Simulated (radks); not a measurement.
The numbers below are computed, except where a source is named.
A nucleus of charge 46.7 with 46 electrons, 46 electrons, occupied as [Kr] 4d10. Level of theory: Dirac Kohn-Sham, PBEsol, spin-unpolarised, spherical densities, finite nucleus; Fermi nuclear charge, rms radius 4.5318 fm (a radial shooting solver on a logarithmic mesh with Libxc functionals). Some entries of the table are withheld. Estimate them.

| orbital | occ. | eigenvalue (hartree) | r(max) (bohr) |
|---|---|---|---|
| 1s1/2 | 2 | -917.0290 | 0.02031 |
| 2s1/2 | 2 | -134.8226 | 0.1150 |
| 2p1/2 | 2 | -125.2583 | (1) |
| 2p3/2 | 4 | -119.0007 | (2) |
| 3s1/2 | 2 | -24.74638 | 0.3357 |
| 3p1/2 | 2 | (3) | 0.3221 |
| 3p3/2 | 4 | (4) | 0.3320 |
| 3d3/2 | 4 | -13.11959 | 0.2746 |
| 3d5/2 | 6 | -12.89857 | 0.2774 |
| 4s1/2 | 2 | -3.57639 | (5) |
| 4p1/2 | 2 | -2.38918 | (6) |
| 4p3/2 | 4 | -2.20937 | (7) |
| 4d3/2 | 4 | (8) | 1.049 |
| 4d5/2 | 6 | (9) | 1.061 |

Answer. 
(1) 2p1/2 r(max) (bohr): 0.08889
(2) 2p3/2 r(max) (bohr): 0.09312
(3) 3p1/2 eigenvalue (hartree): -20.94959
(4) 3p3/2 eigenvalue (hartree): -19.84926
(5) 4s1/2 r(max) (bohr): 0.8310
(6) 4p1/2 r(max) (bohr): 0.8696
(7) 4p3/2 r(max) (bohr): 0.8949
(8) 4d3/2 eigenvalue (hartree): -0.44499
(9) 4d5/2 eigenvalue (hartree): -0.42564
